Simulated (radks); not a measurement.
Valence configurations of the nickel ion Ni3+ (all share [Ar]). Calculated with a radial shooting solver on a logarithmic mesh with Libxc functionals: scalar-relativistic Kohn-Sham, PBE, spin-polarised, spherical densities, point nucleus; open shells are filled with parallel spins first. Energies are relative to 3d7; eigenvalues in eV for spin up.

valence      E (eV)  moment (Bohr magnetons)    e(3d)    e(4p)    e(4s)
3d7           0.000                        3  -48.513        -        -
3d6.5 4s0.5   5.954                        4  -52.688        -  -35.619
3d6.5 4p0.5  10.132                        4  -53.308  -27.601        -
3d6 4s1      12.758                        5  -57.039        -  -37.254
3d6 4p1      21.420                        5  -58.250  -29.253        -
3d5 4s2      32.036                        5  -66.195        -  -39.522
3d5 4p2      47.709                        7  -68.522  -32.357        -
3d4 4s2 4p1  71.392                        5  -76.471  -33.485  -43.189

NIST lists [Ar] 3d7 as the ground configuration; this level of theory agrees among the configurations tried. The energies are those of spherical high-spin densities, not of single terms.
